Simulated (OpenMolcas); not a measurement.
A run on Cr2+ among 5 point charges of -2.5 e arranged as a trigonal bipyramid (D3h), 2.1 Å from the ion, with the axial distance 1.911 Å.

```
Program             : OpenMolcas 26.06
Method              : SS-CASPT2, IPEA 0.25 Eh, imaginary shift 0.1 Eh (closed shells correlated: 3s 3p)
Basis               : ANO-RCC-VDZP [5s4p2d1f]
Scalar Hamiltonian  : DKH2, point nucleus
Active space        : 4 electrons in 5 orbitals (3d)
State averaging     : 2S+1 = 5 even, 5 roots; 2S+1 = 3 even, 45 roots; 2S+1 = 1 even, 50 roots
Spin-orbit coupling : RASSI with atomic mean-field integrals over the reference wave functions
```

First CASPT2 step and the start of its output:

```
&CASPT2
Multistate=5 1 2 3 4 5
NoMult
Frozen=5
IPEA=0.25
Imaginary=0.1
MaxIter=60
WThr=0.0 0.3 0.05
PrWF=0.5
NoMix
```

```
--- CASPT2 ---
Orbital specifications:
      -----------------------

      Symmetry species                           1
                                                 a
      Frozen orbitals                            5
      Inactive orbitals                          4
      Active orbitals                            5
      Secondary orbitals                        20
      Deleted orbitals                           0
      Number of basis functions                 34
Type of calculation                        SS-CASPT2
      Fock operator                              state-specific
      IPEA shift                                 0.25
      Real shift                                 0.00
      Imaginary shift                            0.10
      The input orbitals will be transformed to quasi-canonical
Reference energy:       -1055.5008372612
      E2 (Non-variational):      -0.3129143912
      Shift correction:          -0.0002962085
      E2 (Variational):          -0.3132105997
      Total energy:           -1055.8140478609
      Residual norm:              0.0000004698
      Reference weight:           0.93698
      Contributions to the CASPT2 correlation energy
      Active & Virtual Only:         -0.0506196126
      One Inactive Excited:          -0.1430839550
      Two Inactive Excited:          -0.1192108235
Reference energy:       -1055.4602908376
      E2 (Non-variational):      -0.3274472242
      Shift correction:          -0.0035692526
      E2 (Variational):          -0.3310164768
      Total energy:           -1055.7913073144
      Residual norm:              0.0000001681
      Reference weight:           0.88359
      Contributions to the CASPT2 correlation energy
      Active & Virtual Only:         -0.0625782099
...
```

Over all roots the printed reference weights run from 0.58 to 0.94, and roots that are degenerate in the reference spread by up to 2300 cm-1.

Problem. Did the run give usable levels, and if not, why?

Solution. No. The equations converged, but the reference weight falls to 0.58 for at least one root against 0.94 for the best. A drop of that size marks an intruder state, so the energies of such roots and the levels built on them can't be trusted.
